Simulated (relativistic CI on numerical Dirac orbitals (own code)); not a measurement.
Computed by Dirac-Coulomb-Breit CI, separate exchange-only KLI orbitals for each configuration, model QED, unscaled Slater integrals (own radial code, finite nucleus).

The strongest absorption lines from the ground level of an ion, among the configurations computed and to levels below about 1000 eV (vacuum wavelength in Å, gf): 16.807 (0.074), 16.978 (0.053), 23.676 (0.19), 24.311 (0.16), 132.74 (0.94), 195.25 (0.31).

(1) Which ion is it?
A. Pr28+
B. Tb36+
C. Sm33+
D. Pr30+

Answers

(1) D. Pr30+ has 29 electrons and the ground level 3d¹⁰4s ²S1/2; the strongest line goes to 3d¹⁰4p ²P°3/2. The pattern of lines fixes the number of electrons, and along that sequence the line energies rise steadily with the charge (about as its square where n changes within one kind of shell, about linearly where n is kept but much faster in heavy ions where fine structure, which grows about as Z⁴, sets the gap, and irregularly where shells cross), which fixes Z. Configurations outside the model, such as inner-shell arrays, can give stronger lines. At this charge energies of transitions that change n are usually good to better than 1 %, and those within a shell (Δn = 0) to a few per cent.

LS names give the leading component of a level, which can be under half, so a name can repeat, a term be missing and a line seem to break the LS rules.
